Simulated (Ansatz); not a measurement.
Reactions of CH$_{9}$BOSi$_{2}$ (`B[SiH2]OC[SiH3]`).

Gas-phase electronic energies from Ansatz, PBE0-D4/def2-TZVP geometries. CCSD(T)/CBS adds triple-zeta CCSD(T) − MP2 to the extrapolated MP2 energy (def2 sets, frozen cores). This one scheme is used for every species. DFT in def2-TZVPP. Elements past krypton have def2 core potentials. For In outer-core shells are correlated without core-valence functions, which leaves a few kJ/mol of doubt a bond. Each species was taken in one conformer, which may not be the lowest.

| reaction | PBE0-D4 (eV) | HF/CBS(def2) (eV) | B2PLYP (eV) | PBE-D4 (eV) | CCSD(T)/CBS(def2) (eV) |
| --- | --- | --- | --- | --- | --- |
| `B[SiH2]OC[SiH3]` + `[OH][In]([SH])[Cl]` → `[SiH3][O][In]([SH])[Cl]` + `B[SiH2]OC` | -1.13 | -1.53 | -1.26 | -1.03 | -1.25 |
| `B[SiH2]OC[SiH3]` + `[OH][Al]([OH])[SH]` → `[OH][Al]([SH])[O][SiH3]` + `B[SiH2]OC` | -1.26 | -1.67 | -1.40 | -1.17 | -1.35 |
| `B[SiH2]OC[SiH3]` + `OBF` → `FBOC[SiH3]` + `B[SiH2]O` | 0.02 | 0.01 | 0.00 | 0.01 | 0.01 |
| `B[SiH2]OC[SiH3]` + `NC1O[SiH2]1` → `N[C@H]1O[Si@@H]1[SiH3]` + `B[SiH2]OC` | -0.32 | -0.18 | -0.22 | -0.35 | -0.23 |
| `B[SiH2]OC[SiH3]` + `C[SiH2]BO` → `C[SiH2]BO[SiH3]` + `B[SiH2]OC` | -0.92 | -1.28 | -1.06 | -0.85 | -1.02 |
| `B[SiH2]OC[SiH3]` + `CO[SiH](N)O` → `CO[SiH](N)O[SiH3]` + `B[SiH2]OC` | -1.21 | -1.55 | -1.33 | -1.13 | -1.30 |
| `B[SiH2]OC[SiH3]` + `CB(C)N` → `CB(C)N[SiH3]` + `B[SiH2]OC` | -0.55 | -0.71 | -0.60 | -0.50 | -0.61 |

Largest T1 diagnostic: 0.015, for `N[C@H]1O[Si@@H]1[SiH3]`.
